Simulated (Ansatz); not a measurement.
## One elementary step

Start structure (SiH$_{5}$Cl$_{2}$OF, closed shell), relaxed at PBE0-D4/def2-TZVP:

```json
{"atom": "Si1", "x (Å)": "-0.8939", "y (Å)": "0.6152", "z (Å)": "-0.3622"}
{"atom": "Cl2", "x (Å)": "-0.7531", "y (Å)": "-1.6228", "z (Å)": "-0.9318"}
{"atom": "H3", "x (Å)": "-1.0993", "y (Å)": "0.9218", "z (Å)": "-1.7805"}
{"atom": "H4", "x (Å)": "-1.9233", "y (Å)": "0.2759", "z (Å)": "0.6260"}
{"atom": "Cl5", "x (Å)": "-0.6715", "y (Å)": "2.6853", "z (Å)": "0.2745"}
{"atom": "H6", "x (Å)": "1.2076", "y (Å)": "-0.4600", "z (Å)": "0.4615"}
{"atom": "O7", "x (Å)": "0.8152", "y (Å)": "0.4255", "z (Å)": "0.1780"}
{"atom": "H8", "x (Å)": "0.7162", "y (Å)": "-2.1289", "z (Å)": "0.1527"}
{"atom": "F9", "x (Å)": "1.4888", "y (Å)": "-1.9151", "z (Å)": "0.7061"}
{"atom": "H10", "x (Å)": "1.1134", "y (Å)": "1.2032", "z (Å)": "0.6755"}
```

The step: SiH₂Cl₂ ([Cl][SiH2][Cl]) + H₂O + HF → SiH₃ClO ([OH][SiH2][Cl]) + HCl + HF; bonds formed: Cl2–H8, H6–F9; bonds broken: Si1–Cl2, H6–O7, H8–F9. Computed with Ansatz 0.2.0 (basis: def2-TZVPP and def2-QZVPP); correlated methods freeze the cores. Extrapolation: Hartree–Fock as exp(−7.88 √X), correlation as X^−2.97. Energies below are by CCSD(T) at an estimated basis limit (MP2 extrapolated from triple and quadruple zeta, plus CCSD(T) − MP2 in triple zeta).

Question: What are the electronic barrier and the energy of the step, from the start structure to the end structure? (An estimate is asked for; the value comes from the calculation.)

Answer: Computed: Barrier 4.41 kcal/mol; step energy -12.22 kcal/mol (downhill); reverse barrier, their difference, 16.63 kcal/mol. Barrier and step energy count from the start structure, the reverse barrier from the end structure.

The saddle point: One imaginary mode of 579i cm⁻¹.
```
   pair  start (Å)  saddle (Å)  end (Å)
 Cl2–H8       1.90        1.58     1.30
  H6–F9       1.50        1.20     0.95
Si1–Cl2       2.31        2.59     3.64
  H6–O7       1.01        1.13     1.61
  H8–F9       0.97        1.11     1.83
```

Zero-point energy (harmonic, PBE0-D4): ZPE is 36.66 kcal/mol at the start and 33.25 kcal/mol at the saddle, so the barrier goes from 4.41 to 1.00 kcal/mol.

No T1 diagnostic of these runs exceeds 0.010.

Labels in which every atom is bracketed show which atoms are joined, not bond orders.

For scale, one of the runs: CCSD(T)/def2-TZVPP, 258 basis functions, launched by `ansatz run in.yaml --threads 8 --pin off --events-out ev --progress --plain --max-ram 19148MiB`. Hardware: 8 CPU threads of an Intel Xeon, shared host. Wall time 63 s; peak host memory 5.8 GiB.
